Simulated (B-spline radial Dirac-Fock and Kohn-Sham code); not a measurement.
# Kohn-Sham estimates against Dirac-Fock for the levels of Pm²³⁺

System: the Pm²³⁺ ion in the configuration [Kr] 4d2.

The density-functional columns are spherical, spin-unpolarised Dirac-Kohn-Sham results without Breit or QED terms: −ε is minus the orbital energy of the initial state and ΔSCF the difference of two total energies. The reference in the last column comes from Dirac-Fock energy differences between relaxed states, corrected for Breit and QED terms. All numbers are from an atomic code on a B-spline grid, in eV; a selection of levels is shown. For the 1s level of heavy atoms much of the gap between ΔSCF and the reference is the Breit and QED part, -184.7 eV here; for other levels the error of the functional can be larger.

```
     level   LDA −ε  LDA ΔSCF  Dirac-Fock
    K (1s)  45622.3   46070.8     45898.9
   L1 (2s)   7995.0    8090.5      8147.9
L2 (2p1/2)   7612.3    7728.5      7729.3
L3 (2p3/2)   7052.4    7159.5      7175.3
   M1 (3s)   2259.6    2299.3      2342.2
M2 (3p1/2)   2096.1    2137.3      2164.3
M3 (3p3/2)   1981.6    2021.2      2048.8
M4 (3d3/2)   1698.8    1742.9      1744.3
M5 (3d5/2)   1673.8    1717.3      1719.9
   N1 (4s)    915.8     936.3       947.2
N2 (4p1/2)    850.5     870.8       870.4
N3 (4p3/2)    819.2     839.0       839.5
 N4,5 (4d)    706.6     726.1       723.9
```

Values without a named source are computed, but for edge energies of neutral atoms, which are taken from tables.
